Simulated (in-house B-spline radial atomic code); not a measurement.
A fraction x of an electron is moved 3d → 4d in Tc³⁺, starting from [Kr] 4d4 and keeping the highest spin. All numbers are computed (scalar-relativistic (X2C) LC-wPBE, spin-polarised, spherical fractional occupations; Fermi nucleus of rms radius 4.41117 fm) with an all-electron radial atomic-structure program (B-spline basis), not measured.

Caution: exact exchange at fractional occupations of open shells leaves self-interaction of up to several eV.

```json
{"x": "0", "E(x) - E(0) (eV)": "0.0000", "3d down level (eV)": "-285.924", "4d up level (eV)": "-39.330"}
{"x": "0.125", "E(x) - E(0) (eV)": "30.9271", "3d down level (eV)": "-288.135", "4d up level (eV)": "-39.900"}
{"x": "0.25", "E(x) - E(0) (eV)": "62.0587", "3d down level (eV)": "-290.340", "4d up level (eV)": "-40.470"}
{"x": "0.375", "E(x) - E(0) (eV)": "93.3946", "3d down level (eV)": "-292.542", "4d up level (eV)": "-41.039"}
{"x": "0.5", "E(x) - E(0) (eV)": "124.9342", "3d down level (eV)": "-294.738", "4d up level (eV)": "-41.608"}
{"x": "0.625", "E(x) - E(0) (eV)": "156.6769", "3d down level (eV)": "-296.930", "4d up level (eV)": "-42.177"}
{"x": "0.75", "E(x) - E(0) (eV)": "?", "3d down level (eV)": "?", "4d up level (eV)": "?"}
{"x": "0.875", "E(x) - E(0) (eV)": "?", "3d down level (eV)": "?", "4d up level (eV)": "?"}
{"x": "1", "E(x) - E(0) (eV)": "253.1191", "3d down level (eV)": "-303.479", "4d up level (eV)": "-43.881"}
```

(1) What belongs in the row x = 0.75?

(2) What belongs in the row x = 0.875?

(3) Check Janak's theorem between x = 0.125 and 0.25.

Results:

(1) An energy change of 188.6224 eV; 3d down at -299.118 eV, 4d up at -42.745 eV.

(2) An energy change of 220.7699 eV; 3d down at -301.301 eV, 4d up at -43.313 eV.

(3) The slope of the energy is 249.05 eV; the orbital levels give 249.05 eV (ε of the receiving orbital less ε of the emptying one, averaged over the two points).
